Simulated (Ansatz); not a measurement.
A short molecular-dynamics run on `[SiH3][O][InH][SeH]`.

```yaml
crystal:
  periodic: [false, false, false]
  atoms:
    - {symbol: Si, position_ang: [-0.748817, 1.350996, 0.282096]}
    - {symbol: O, position_ang: [0.623491, 0.778681, -0.368675]}
    - {symbol: In, position_ang: [1.498871, -0.973906, -0.685165]}
    - {symbol: Se, position_ang: [0.131475, -2.882294, 0.135675]}
    - {symbol: H, position_ang: [-1.533855, 2.110706, -0.729607]}
    - {symbol: H, position_ang: [-0.451634, 2.252123, 1.429501]}
    - {symbol: H, position_ang: [-1.622964, 0.247467, 0.792682]}
    - {symbol: H, position_ang: [3.014407, -0.933257, -1.449034]}
    - {symbol: H, position_ang: [-0.910964, -1.950525, 0.592507]}
basis:
  gaussian: {orbitals: def2-SVP}
hamiltonian: {xc: {name: BLYP}, dispersion: d4}
md: {timestep: 1 fs, n_steps: 30, ensemble: nve, temperature: 500, initial_velocities: maxwell_boltzmann, seed: 419}
```

```sh
$ ansatz run in.yaml --threads 4 --pin off --events-out ev --progress --plain --max-ram 10444MiB
```

```csv
step,time (fs),potential energy (eV),kinetic (eV),T (K),conserved (eV)
0,0.0,-80518.7051,0.4524,500,-80518.2527
1,1.0,-80518.6617,0.4104,454,-80518.2513
2,2.0,-80518.6070,0.3575,395,-80518.2494
3,3.0,-80518.5690,0.3204,354,-80518.2486
4,4.0,-80518.5610,0.3117,344,-80518.2493
5,5.0,-80518.5719,0.3210,355,-80518.2509
6,6.0,-80518.5785,0.3267,361,-80518.2518
7,7.0,-80518.5660,0.3144,347,-80518.2516
8,8.0,-80518.5366,0.2860,316,-80518.2506
9,9.0,-80518.5046,0.2551,282,-80518.2496
10,10.0,-80518.4861,0.2371,262,-80518.2489
11,11.0,-80518.4907,0.2418,267,-80518.2489
12,12.0,-80518.5193,0.2699,298,-80518.2494
13,13.0,-80518.5636,0.3132,346,-80518.2504
14,14.0,-80518.6083,0.3567,394,-80518.2516
15,15.0,-80518.6353,0.3828,423,-80518.2525
16,16.0,-80518.6315,0.3790,419,-80518.2525
17,17.0,-80518.5978,0.3465,383,-80518.2513
18,18.0,-80518.5526,0.3029,335,-80518.2497
19,19.0,-80518.5201,0.2710,300,-80518.2490
20,20.0,-80518.5111,0.2614,289,-80518.2497
21,21.0,-80518.5162,0.2653,293,-80518.2509
22,22.0,-80518.5173,0.2659,294,-80518.2515
23,23.0,-80518.5048,0.2536,280,-80518.2512
24,24.0,-80518.4819,0.2316,256,-80518.2504
25,25.0,-80518.4599,0.2103,232,-80518.2496
26,26.0,-80518.4497,0.2005,222,-80518.2492
27,27.0,-80518.4581,0.2089,231,-80518.2492
28,28.0,-80518.4853,0.2358,261,-80518.2496
29,29.0,-80518.5251,0.2747,304,-80518.2504
30,30.0,-80518.5648,0.3134,346,-80518.2514
```

Velocities are drawn at the set temperature; a run this short doesn't reach equilibrium.

Frames (Å, forces in eV/Å):

```xyz
9
time=0.0 fs
Si   -0.749    1.351    0.282   -0.926    0.433    0.435
O     0.623    0.779   -0.369    0.770    0.355   -0.413
In    1.499   -0.974   -0.685    0.570   -0.407   -0.257
Se    0.131   -2.882    0.136   -0.076   -0.810    0.095
H    -1.534    2.111   -0.730   -0.166    0.148   -0.163
H    -0.452    2.252    1.430    0.024    0.174    0.214
H    -1.623    0.247    0.793   -0.185   -0.185    0.105
H     3.014   -0.933   -1.449    0.300    0.022   -0.152
H    -0.911   -1.951    0.593   -0.311    0.270    0.137
9
time=1.0 fs
Si   -0.750    1.352    0.282   -0.632    0.534    0.480
O     0.617    0.781   -0.362    1.162    0.043   -0.568
In    1.500   -0.974   -0.687    0.349   -0.284   -0.114
Se    0.131   -2.884    0.136   -0.048   -0.810    0.068
H    -1.497    2.097   -0.733   -0.461    0.421   -0.436
H    -0.431    2.252    1.414   -0.023    0.262    0.365
H    -1.616    0.264    0.767   -0.465   -0.477    0.304
H     3.025   -0.924   -1.401    0.436    0.023   -0.235
H    -0.908   -1.959    0.613   -0.320    0.289    0.137
9
time=2.0 fs
Si   -0.751    1.354    0.283   -0.415    0.660    0.536
O     0.611    0.783   -0.356    1.518   -0.244   -0.703
In    1.501   -0.973   -0.689    0.197   -0.172   -0.008
Se    0.130   -2.885    0.137   -0.089   -0.751    0.073
H    -1.464    2.087   -0.741   -0.687    0.633   -0.638
H    -0.410    2.254    1.403   -0.082    0.303    0.456
H    -1.613    0.276    0.744   -0.692   -0.700    0.462
H     3.040   -0.915   -1.356    0.508    0.023   -0.281
H    -0.907   -1.964    0.634   -0.258    0.248    0.103
9
time=3.0 fs
Si   -0.752    1.355    0.284   -0.365    0.797    0.564
O     0.606    0.786   -0.351    1.812   -0.490   -0.808
In    1.502   -0.973   -0.690    0.133   -0.077    0.058
Se    0.129   -2.887    0.138   -0.183   -0.648    0.107
H    -1.437    2.084   -0.755   -0.793    0.727   -0.690
H    -0.390    2.260    1.395   -0.158    0.287    0.472
H    -1.616    0.281    0.725   -0.800   -0.778    0.546
H     3.060   -0.905   -1.314    0.496    0.020   -0.287
H    -0.910   -1.968    0.657   -0.141    0.161    0.040
9
time=4.0 fs
Si   -0.753    1.357    0.284   -0.511    0.918    0.528
O     0.602    0.788   -0.345    2.022   -0.682   -0.877
In    1.503   -0.973   -0.692    0.160   -0.001    0.089
Se    0.129   -2.888    0.139   -0.302   -0.523    0.158
H    -1.419    2.087   -0.776   -0.768    0.680   -0.557
H    -0.371    2.268    1.393   -0.248    0.216    0.418
H    -1.628    0.278    0.711   -0.756   -0.674    0.544
H     3.084   -0.895   -1.274    0.400    0.014   -0.262
H    -0.913   -1.969    0.680    0.003    0.052   -0.042
9
time=5.0 fs
Si   -0.755    1.359    0.286   -0.802    1.005    0.425
O     0.599    0.789   -0.341    2.135   -0.811   -0.904
In    1.504   -0.973   -0.694    0.264    0.055    0.096
Se    0.128   -2.890    0.140   -0.417   -0.402    0.214
H    -1.407    2.097   -0.802   -0.641    0.517   -0.270
H    -0.355    2.278    1.394   -0.344    0.107    0.313
H    -1.646    0.270    0.703   -0.575   -0.419    0.471
H     3.113   -0.885   -1.236    0.238    0.003   -0.218
H    -0.917   -1.970    0.702    0.143   -0.054   -0.126
9
time=6.0 fs
Si   -0.757    1.362    0.287   -1.137    1.047    0.275
O     0.598    0.790   -0.337    2.147   -0.874   -0.889
In    1.505   -0.973   -0.696    0.415    0.090    0.093
Se    0.127   -2.891    0.141   -0.504   -0.305    0.259
H    -1.402    2.112   -0.830   -0.467    0.293    0.089
H    -0.342    2.289    1.398   -0.434   -0.019    0.183
H    -1.670    0.257    0.699   -0.313   -0.085    0.361
H     3.143   -0.875   -1.201    0.038   -0.012   -0.170
H    -0.919   -1.972    0.724    0.255   -0.135   -0.200
9
time=7.0 fs
Si   -0.759    1.365    0.288   -1.420    1.047    0.108
O     0.598    0.791   -0.333    2.062   -0.875   -0.837
In    1.506   -0.972   -0.697    0.585    0.107    0.090
Se    0.126   -2.893    0.142   -0.550   -0.243    0.285
H    -1.401    2.130   -0.858   -0.292    0.066    0.438
H    -0.334    2.300    1.404   -0.508   -0.138    0.056
H    -1.697    0.243    0.699   -0.034    0.247    0.242
H     3.174   -0.865   -1.167   -0.169   -0.029   -0.128
H    -0.919   -1.975    0.743    0.325   -0.181   -0.253
9
time=8.0 fs
Si   -0.762    1.368    0.289   -1.595    1.009   -0.055
O     0.599    0.791   -0.330    1.894   -0.819   -0.753
In    1.507   -0.972   -0.699    0.748    0.106    0.093
Se    0.125   -2.895    0.143   -0.547   -0.223    0.284
H    -1.403    2.148   -0.882   -0.144   -0.127    0.721
H    -0.330    2.309    1.410   -0.558   -0.235   -0.050
H    -1.725    0.232    0.701    0.214    0.522    0.137
H     3.204   -0.856   -1.135   -0.358   -0.047   -0.100
H    -0.915   -1.980    0.760    0.345   -0.186   -0.277
9
time=9.0 fs
Si   -0.765    1.372    0.291   -1.646    0.936   -0.206
O     0.601    0.790   -0.327    1.659   -0.717   -0.644
In    1.508   -0.972   -0.701    0.886    0.091    0.106
Se    0.124   -2.897    0.144   -0.494   -0.243    0.254
H    -1.406    2.165   -0.898   -0.034   -0.270    0.914
H    -0.331    2.316    1.417   -0.579   -0.299   -0.122
H    -1.750    0.226    0.704    0.407    0.715    0.054
H     3.230   -0.847   -1.104   -0.513   -0.065   -0.086
H    -0.908   -1.986    0.774    0.313   -0.149   -0.270
9
time=10.0 fs
Si   -0.769    1.376    0.292   -1.580    0.831   -0.341
O     0.604    0.790   -0.325    1.376   -0.579   -0.517
In    1.509   -0.972   -0.702    0.987    0.065    0.130
Se    0.123   -2.899    0.145   -0.396   -0.302    0.194
H    -1.410    2.179   -0.906    0.036   -0.358    1.013
H    -0.338    2.321    1.421   -0.569   -0.325   -0.155
H    -1.771    0.226    0.708    0.536    0.822   -0.005
H     3.251   -0.838   -1.073   -0.624   -0.080   -0.086
H    -0.899   -1.994    0.786    0.235   -0.073   -0.232
9
time=11.0 fs
Si   -0.773    1.380    0.293   -1.415    0.695   -0.458
O     0.609    0.788   -0.323    1.062   -0.416   -0.382
In    1.511   -0.971   -0.704    1.044    0.030    0.164
Se    0.122   -2.900    0.146   -0.264   -0.390    0.108
H    -1.413    2.191   -0.904    0.068   -0.391    1.021
H    -0.351    2.322    1.425   -0.531   -0.312   -0.146
H    -1.788    0.235    0.712    0.600    0.846   -0.042
H     3.266   -0.830   -1.043   -0.686   -0.094   -0.099
H    -0.887   -2.003    0.796    0.120    0.032   -0.166
9
time=12.0 fs
Si   -0.778    1.385    0.294   -1.161    0.533   -0.550
O     0.613    0.787   -0.322    0.731   -0.236   -0.244
In    1.512   -0.971   -0.706    1.054   -0.011    0.206
Se    0.121   -2.902    0.147   -0.114   -0.492    0.007
H    -1.416    2.198   -0.893    0.065   -0.370    0.939
H    -0.369    2.321    1.427   -0.464   -0.263   -0.097
H    -1.798    0.252    0.715    0.601    0.789   -0.056
H     3.274   -0.823   -1.014   -0.697   -0.104   -0.123
H    -0.874   -2.011    0.803   -0.015    0.154   -0.082
9
time=13.0 fs
Si   -0.783    1.389    0.295   -0.822    0.356   -0.606
O     0.618    0.785   -0.320    0.398   -0.049   -0.109
In    1.514   -0.971   -0.708    1.016   -0.059    0.255
Se    0.119   -2.904    0.148    0.030   -0.587   -0.095
H    -1.418    2.202   -0.872    0.022   -0.290    0.764
H    -0.391    2.316    1.428   -0.374   -0.180   -0.012
H    -1.803    0.276    0.718    0.533    0.649   -0.045
H     3.276   -0.818   -0.987   -0.658   -0.109   -0.154
H    -0.861   -2.018    0.811   -0.144    0.270    0.002
9
time=14.0 fs
Si   -0.788    1.394    0.295   -0.393    0.176   -0.613
O     0.624    0.783   -0.319    0.071    0.141    0.018
In    1.515   -0.971   -0.709    0.930   -0.114    0.308
Se    0.118   -2.906    0.149    0.140   -0.651   -0.178
H    -1.420    2.203   -0.844   -0.063   -0.147    0.495
H    -0.416    2.311    1.429   -0.266   -0.074    0.100
H    -1.803    0.306    0.721    0.389    0.423   -0.007
H     3.272   -0.813   -0.960   -0.568   -0.110   -0.191
H    -0.849   -2.022    0.818   -0.241    0.356    0.069
9
time=15.0 fs
Si   -0.794    1.399    0.296    0.125    0.012   -0.562
O     0.629    0.782   -0.317   -0.243    0.328    0.135
In    1.517   -0.971   -0.711    0.796   -0.176    0.363
Se    0.117   -2.909    0.150    0.193   -0.661   -0.224
H    -1.423    2.202   -0.811   -0.187    0.055    0.142
H    -0.444    2.304    1.431   -0.147    0.041    0.220
H    -1.799    0.340    0.723    0.173    0.114    0.058
H     3.262   -0.809   -0.936   -0.428   -0.105   -0.232
H    -0.840   -2.023    0.826   -0.282    0.391    0.100
9
time=16.0 fs
Si   -0.800    1.404    0.296    0.701   -0.115   -0.460
O     0.635    0.780   -0.316   -0.539    0.508    0.239
In    1.518   -0.970   -0.712    0.618   -0.245    0.419
Se    0.116   -2.911    0.151    0.180   -0.607   -0.224
H    -1.427    2.202   -0.777   -0.333    0.293   -0.253
H    -0.474    2.298    1.434   -0.029    0.145    0.325
H    -1.793    0.376    0.726   -0.097   -0.249    0.145
H     3.248   -0.806   -0.914   -0.243   -0.095   -0.274
H    -0.833   -2.020    0.834   -0.258    0.365    0.085
9
time=17.0 fs
Si   -0.805    1.408    0.296    1.261   -0.185   -0.332
O     0.640    0.779   -0.314   -0.813    0.678    0.330
In    1.520   -0.970   -0.714    0.405   -0.318    0.472
Se    0.115   -2.913    0.152    0.110   -0.495   -0.182
H    -1.434    2.205   -0.746   -0.464    0.515   -0.619
H    -0.504    2.293    1.442    0.077    0.215    0.385
H    -1.788    0.409    0.730   -0.374   -0.614    0.233
H     3.232   -0.804   -0.894   -0.023   -0.079   -0.314
H    -0.829   -2.014    0.844   -0.178    0.282    0.028
9
time=18.0 fs
Si   -0.810    1.413    0.296    1.689   -0.192   -0.217
O     0.644    0.779   -0.312   -1.063    0.833    0.407
In    1.522   -0.970   -0.715    0.172   -0.391    0.521
Se    0.114   -2.915    0.153    0.007   -0.344   -0.112
H    -1.446    2.213   -0.720   -0.533    0.655   -0.865
H    -0.533    2.290    1.452    0.164    0.237    0.380
H    -1.787    0.436    0.737   -0.585   -0.902    0.293
H     3.215   -0.803   -0.878    0.212   -0.059   -0.351
H    -0.827   -2.005    0.854   -0.063    0.163   -0.056
9
time=19.0 fs
Si   -0.814    1.418    0.296    1.871   -0.147   -0.139
O     0.648    0.778   -0.310   -1.281    0.969    0.471
In    1.524   -0.970   -0.717   -0.054   -0.459    0.563
Se    0.113   -2.918    0.154   -0.103   -0.180   -0.034
H    -1.463    2.227   -0.703   -0.495    0.654   -0.925
H    -0.561    2.290    1.467    0.230    0.207    0.303
H    -1.792    0.455    0.746   -0.660   -1.038    0.290
H     3.201   -0.803   -0.865    0.434   -0.038   -0.380
H    -0.825   -1.994    0.863    0.058    0.033   -0.148
9
time=20.0 fs
Si   -0.818    1.423    0.295    1.762   -0.080   -0.098
O     0.651    0.779   -0.308   -1.463    1.081    0.521
In    1.526   -0.970   -0.718   -0.242   -0.515    0.597
Se    0.111   -2.920    0.155   -0.193   -0.027    0.033
H    -1.485    2.247   -0.694   -0.345    0.502   -0.797
H    -0.586    2.291    1.484    0.276    0.134    0.166
H    -1.802    0.464    0.758   -0.565   -0.991    0.207
H     3.190   -0.803   -0.855    0.609   -0.019   -0.401
H    -0.823   -1.983    0.871    0.162   -0.085   -0.229
9
time=21.0 fs
Si   -0.821    1.427    0.295    1.417   -0.019   -0.069
O     0.653    0.780   -0.305   -1.604    1.163    0.555
In    1.528   -0.970   -0.720   -0.362   -0.552    0.622
Se    0.110   -2.922    0.156   -0.249    0.097    0.078
H    -1.510    2.273   -0.693   -0.115    0.243   -0.541
H    -0.609    2.294    1.503    0.307    0.037   -0.006
H    -1.819    0.463    0.772   -0.330   -0.790    0.058
H     3.186   -0.803   -0.849    0.705   -0.005   -0.411
H    -0.819   -1.973    0.877    0.231   -0.173   -0.285
9
time=22.0 fs
Si   -0.824    1.432    0.295    0.955    0.015   -0.032
O     0.654    0.782   -0.302   -1.697    1.210    0.572
In    1.529   -0.970   -0.721   -0.396   -0.563    0.638
Se    0.109   -2.925    0.157   -0.261    0.179    0.091
H    -1.536    2.300   -0.697    0.138   -0.052   -0.244
H    -0.628    2.297    1.522    0.327   -0.063   -0.182
H    -1.838    0.454    0.787   -0.028   -0.508   -0.124
H     3.188   -0.803   -0.848    0.703    0.000   -0.410
H    -0.813   -1.964    0.880    0.258   -0.219   -0.310
9
time=23.0 fs
Si   -0.826    1.436    0.295    0.494    0.017    0.018
O     0.655    0.784   -0.298   -1.742    1.221    0.572
In    1.531   -0.970   -0.722   -0.345   -0.545    0.646
Se    0.108   -2.927    0.158   -0.226    0.215    0.070
H    -1.561    2.327   -0.704    0.368   -0.322    0.025
H    -0.645    2.300    1.539    0.340   -0.146   -0.334
H    -1.858    0.441    0.800    0.269   -0.217   -0.299
H     3.197   -0.803   -0.850    0.604   -0.002   -0.398
H    -0.804   -1.958    0.880    0.239   -0.220   -0.298
9
time=24.0 fs
Si   -0.828    1.441    0.294    0.110   -0.014    0.070
O     0.654    0.787   -0.295   -1.738    1.193    0.553
In    1.533   -0.970   -0.723   -0.230   -0.499    0.648
Se    0.107   -2.930    0.159   -0.149    0.205    0.016
H    -1.582    2.351   -0.710    0.544   -0.532    0.230
H    -0.658    2.301    1.553    0.348   -0.202   -0.444
H    -1.875    0.426    0.811    0.509    0.035   -0.442
H     3.212   -0.803   -0.856    0.427   -0.012   -0.377
H    -0.793   -1.954    0.877    0.178   -0.174   -0.252
9
time=25.0 fs
Si   -0.830    1.446    0.294   -0.166   -0.075    0.113
O     0.652    0.791   -0.291   -1.687    1.128    0.517
In    1.534   -0.970   -0.725   -0.081   -0.427    0.645
Se    0.105   -2.932    0.160   -0.037    0.153   -0.066
H    -1.598    2.370   -0.714    0.658   -0.667    0.358
H    -0.668    2.300    1.562    0.352   -0.223   -0.500
H    -1.887    0.411    0.817    0.673    0.226   -0.541
H     3.231   -0.803   -0.865    0.206   -0.025   -0.350
H    -0.781   -1.951    0.872    0.082   -0.089   -0.177
9
time=26.0 fs
Si   -0.832    1.450    0.294   -0.332   -0.164    0.140
O     0.649    0.796   -0.286   -1.589    1.026    0.463
In    1.536   -0.970   -0.726    0.069   -0.333    0.641
Se    0.104   -2.934    0.161    0.095    0.073   -0.163
H    -1.608    2.382   -0.715    0.709   -0.728    0.414
H    -0.675    2.297    1.567    0.352   -0.208   -0.499
H    -1.892    0.398    0.818    0.758    0.351   -0.594
H     3.251   -0.803   -0.878   -0.025   -0.039   -0.318
H    -0.768   -1.949    0.865   -0.036    0.023   -0.083
9
time=27.0 fs
Si   -0.834    1.455    0.294   -0.395   -0.281    0.147
O     0.645    0.801   -0.281   -1.450    0.892    0.392
In    1.538   -0.970   -0.727    0.192   -0.221    0.638
Se    0.103   -2.937    0.162    0.227   -0.014   -0.262
H    -1.611    2.388   -0.712    0.701   -0.720    0.402
H    -0.678    2.292    1.567    0.348   -0.161   -0.443
H    -1.891    0.388    0.814    0.771    0.416   -0.605
H     3.272   -0.804   -0.894   -0.239   -0.051   -0.283
H    -0.755   -1.947    0.857   -0.156    0.140    0.014
9
time=28.0 fs
Si   -0.837    1.459    0.294   -0.358   -0.425    0.141
O     0.640    0.807   -0.277   -1.271    0.731    0.305
In    1.540   -0.971   -0.728    0.274   -0.097    0.637
Se    0.102   -2.939    0.162    0.337   -0.082   -0.343
H    -1.607    2.386   -0.705    0.634   -0.642    0.324
H    -0.678    2.286    1.563    0.339   -0.083   -0.335
H    -1.882    0.383    0.804    0.715    0.421   -0.576
H     3.290   -0.806   -0.913   -0.418   -0.060   -0.248
H    -0.743   -1.944    0.850   -0.253    0.237    0.094
9
time=29.0 fs
Si   -0.839    1.463    0.293   -0.215   -0.587    0.134
O     0.635    0.813   -0.271   -1.055    0.546    0.205
In    1.541   -0.971   -0.729    0.307    0.033    0.640
Se    0.100   -2.941    0.163    0.404   -0.104   -0.389
H    -1.598    2.379   -0.695    0.505   -0.489    0.175
H    -0.675    2.279    1.556    0.325    0.018   -0.183
H    -1.866    0.381    0.788    0.589    0.361   -0.506
H     3.305   -0.807   -0.934   -0.552   -0.064   -0.215
H    -0.734   -1.938    0.843   -0.309    0.288    0.141
9
time=30.0 fs
Si   -0.842    1.467    0.293    0.036   -0.752    0.140
O     0.629    0.820   -0.266   -0.806    0.343    0.092
In    1.543   -0.971   -0.729    0.291    0.163    0.646
Se    0.099   -2.943    0.164    0.417   -0.064   -0.391
H    -1.583    2.367   -0.683    0.314   -0.262   -0.045
H    -0.669    2.271    1.547    0.305    0.132   -0.004
H    -1.845    0.383    0.767    0.390    0.229   -0.396
H     3.314   -0.810   -0.957   -0.637   -0.065   -0.184
H    -0.728   -1.930    0.837   -0.310    0.274    0.144
```

Run time 32 s (4 threads of an Intel Xeon Platinum 8488C on a shared host); peak host memory 0.47 GiB.
